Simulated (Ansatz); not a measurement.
# InH2 (SMILES [InH2]): methods side by side

InH2 has 3 atoms, charge 0, and is taken as a doublet. As SMILES, `[InH2]`. Geometry: relaxed at PBE0-D4/def2-TZVP.

```xyz
3

In    0.3846   -0.4254    0.1498
H     0.6913    1.2654    0.5216
H    -1.0869   -0.9048   -0.6847
```

Each level gives the energy change with the In1–H3 bond stretched from 1.758 to 3.516 Å (eV). The values are calculated.

| level | kind | program | value (eV) | less FCI/STO-3G | CPU time (all runs) |
| --- | --- | --- | --- | --- | --- |
| USVWN5/STO-3G | LDA | Ansatz | 4.06 | +1.07 | 3 s |
| UPBE/STO-3G | GGA | Ansatz | 3.70 | +0.71 | 4.4 s |
| U-r2SCAN0/STO-3G | hybrid meta-GGA | Ansatz | 3.68 | +0.69 | 13 s |
| UCAM-B3LYP/STO-3G | range-separated hybrid | Ansatz | 3.72 | +0.73 | 4.9 s |
| UB2PLYP/STO-3G | double hybrid | Ansatz | 3.40 | +0.41 | 5.8 s |
| UMP2/STO-3G | perturbation theory | Ansatz | 3.12 | +0.13 | 1.4 s |
| UCCSDT(Q)/STO-3G | coupled cluster or CI | Ansatz | 2.99 | 0.00 | 5.8 s |
| FCI/STO-3G | exact in the basis | Ansatz | 2.99 | 0.00 | 2.2 s |

FCI/STO-3G is exact within its basis and frozen core, so for wave-function methods in that basis the difference is their error; functionals converge differently with the basis, so for them it is only a difference. All-electron rows without a relativistic Hamiltonian named are non-relativistic. The first shape isn't each level's own minimum. The values span 2.99 to 4.06 eV. Spin contamination of the reference (⟨S²⟩ at least 0.1 too high) touches UMP2/STO-3G, UCCSDT(Q)/STO-3G. All rows use very small basis sets, so even the best lies far from the true value. In the correlated wave-function rows the outer d shell of In is correlated, in sets not made for it. Times are those of the runs behind each value, whatever else they computed, on shared processors of several kinds: orders of magnitude only.
